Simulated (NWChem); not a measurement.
System: AuNH4; SMILES [NH3]->[AuH]

```xyz
6

Au    -0.0015    -0.2191     0.0000
H     -0.0026    -1.7870     0.0000
N     -0.0001     1.9786     0.0000
H     -0.0043     2.3553    -0.9483
H      0.8235     2.3549     0.4704
H     -0.8190     2.3556     0.4779
```
Atoms are numbered in this order, from 1.

Coordinates come from a PBE0/def2-SVP optimisation. def2 effective core potentials on Au; no spin-orbit coupling.

Question: List the 6 lowest vertical singlet excitations from B3LYP/def2-SVPD with def2 effective core potentials on Au, full TDDFT (NWChem).

Answer: 
| state | energy (eV) | oscillator strength | leading excitation (squared amplitude) |
|---|---|---|---|
| S1 | 4.94 | 0.071 | HOMO → LUMO (0.99) |
| S2 | 5.74 | 0.000 | HOMO−1 → LUMO (0.98) |
| S3 | 5.74 | 0.000 | HOMO−2 → LUMO (0.98) |
| S4 | 5.95 | 0.169 | HOMO → LUMO+1 (0.46) |
| S5 | 5.95 | 0.169 | HOMO → LUMO+2 (0.46) |
| S6 | 6.14 | 0.016 | HOMO−3 → LUMO (0.86) |
